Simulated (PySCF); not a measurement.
# Fe⁺: excitation energy

Fe⁺ [Ar] 3d6 4s1 (6D) → Fe⁺ [Ar] 3d6 4p1 (high-spin determinant), as a difference of total energies. All numbers are calculated (PySCF 2.14, no relativity, point nucleus, in aug-cc-pVDZ (7s6p4d2f, 59 functions)). Correlated levels: valence: [Ar] frozen. The calculations carry no spin-orbit coupling.

```tsv
method	excitation energy (eV)
UHF	4.402
LDA	4.798
PBE	4.668
PBE0	4.616
r2SCAN	4.690
B97-3	4.555
M06-2X	4.454
M06-L	4.571
TPSSh	4.589
MP2 (valence)	4.615
SCS-MP2 (valence)	4.541
```

**Question.** How much does correlation contribute at MP2 (valence)?

**Answer.** 4.615 − (4.402) = 0.213 eV, measured against UHF.

A first-order spin-orbit estimate (lowest level to lowest level, LS coupling) adds 0.020 eV.

The determinant of the upper state mixes LS terms, which raises its energy above the lowest term, most at the Hartree-Fock and MP2 levels.
